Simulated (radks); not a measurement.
Question: These are the eigenvalues of the occupied orbitals of an atom or ion with whole-number occupations (hartree). Calculated with a radial shooting solver on a logarithmic mesh with Libxc functionals: scalar-relativistic Kohn-Sham, r2SCAN, spin-polarised, spherical densities, finite nucleus; meta-GGA in the generalised Kohn-Sham scheme; Fermi nuclear charge, rms radius of each element as measured or else 0.836 A^(1/3) + 0.57 fm.

orbital  eigenvalue
1s up     -1779.982
1s down   -1779.981
2s down   -293.0321
2s up     -293.0312
2p down   -260.9558
2p up     -260.9556
3s up     -64.77798
3s down   -64.67136
3p up     -54.74201
3p down   -54.63524
3d up     -41.31470
3d down   -41.23156
4s up     -13.07739
4s down   -12.81104
4p up      -9.76191
4p down    -9.49297
4d up      -5.12537
4d down    -4.85261
5s up      -1.73958
5s down    -1.60108
5p up      -0.93971
5p down    -0.84188
4f up      -0.16383
6s up      -0.14107
6s down    -0.12733

Which element is it, and in what charge state? The configuration may be excited. Open shells, if any, are filled with parallel spins first.

Answer: Z = 63, europium, charge 0: Eu in [Xe] 4f7 6s2. The list shows which subshells hold electrons but not how many an open one holds; the 1s level, -1780 hartree, gives Z - s = 59.7 by -(Z - s)^2/2, which with screening and relativity narrows Z to a few neighbours, and the depths of the outer levels then fix element, charge and occupations together.
